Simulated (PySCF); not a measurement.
Method: ωB97X-D3(BJ)/def2-TZVP // B3LYP-D3(BJ)/def2-TZVP (PySCF). Gas-phase values, no solvent. Delta-SCF ions had no search for a lower state. Excitations are Tamm–Dancoff values on a coarser integration grid. The basis has no diffuse functions, so Rydberg states are missing or too high.

Reference species (SMILES): `[CH3][Ga]([CH3])[CH3]` (neutral, multiplicity 1).

| Quantity | Result |
|---|---|
| vertical ionisation energy (Delta-SCF) | 9.67 eV |
| S1 excitation (TDA) | 5.63 eV |

Changed species: `[CH3][GaH2]` (2 of 3 CH3 replaced by H; the reference has 0 of 3 CH3 replaced by H).

Problem. What does the change do to the vertical ionisation energy (Delta-SCF) and S1 excitation (TDA)?

Solution. the vertical ionisation energy (Delta-SCF) rises by 0.82 eV, to 10.49 eV; the S1 excitation (TDA) drops by 0.29 eV, to 5.34 eV.
